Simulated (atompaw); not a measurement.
**What one change does to a pseudopotential (F (Z = 9), PAW (atompaw))**

F, PAW, made with atompaw 4.2.0.5 (LDA (PW92), scalar-relativistic). Core [He], reference 2s2 2p3 (charge +2). Waves: 2s (bound): rc 1.35 bohr; 2s channel at -4.35 Ry: rc 1.35 bohr; 2p (bound): rc 1.35 bohr; 2p channel at -3.3 Ry: rc 1.35 bohr. Local part: bessel scheme, radius 1.15 bohr. Core correction: smooth core density matched at 0.95 bohr. Augmentation charge: besselshape compensation charge, radius 1.05 bohr; PAW radius 1.35 bohr; waves and projectors: custom polynom2 7 10 vanderbiltortho.

All-electron outer shells of the reference configuration (LDA (PW92), scalar-relativistic, ld1.x):

```tsv
shell	level (eV)	outermost node (bohr)	outermost maximum (bohr)
2s	-67.61	0.24	0.73
2p	-49.12	–	0.65
```

Change: wave 2s (bound): rc 1.35 bohr becomes 2s (bound): rc 0.96 bohr.

Cutoffs: the cutoffs (Ry, on a coarse ladder) from which the occupation-weighted sum of valence levels, in a spherical-Bessel basis at the reference potential, stays within 10 and 1 mRy of its value at 400 Ry; they do not see the model core or the augmentation charge, which bear on the density cutoff.

Question: What does the change do?

Answer: The potential gets harder (30 Ry and 260 Ry → 40 Ry and 260 Ry); neither file shows a bound ghost.

```tsv
quantity	base	changed
cutoff, loose	30 Ry	40 Ry
cutoff, tight	260 Ry	260 Ry
loose cutoff by channel (10 mRy a level)	s 18 Ry, p 25 Ry	s 21 Ry, p 25 Ry
bound ghosts	none	none
s: phases at 1.35 bohr within 0.05 rad from the reference energy up to (Ry; the scan ends near 5)	4.4	4.2
p: phases at 1.35 bohr within 0.05 rad from the reference energy up to (Ry; the scan ends near 5)	to the end of the scan	to the end of the scan
lowest overlap eigenvalue by channel	s 0.96, p 0.92	s 0.44, p 0.92
```

 The cutoffs see the waves, projectors and local potential, not the compensation charge or the core.
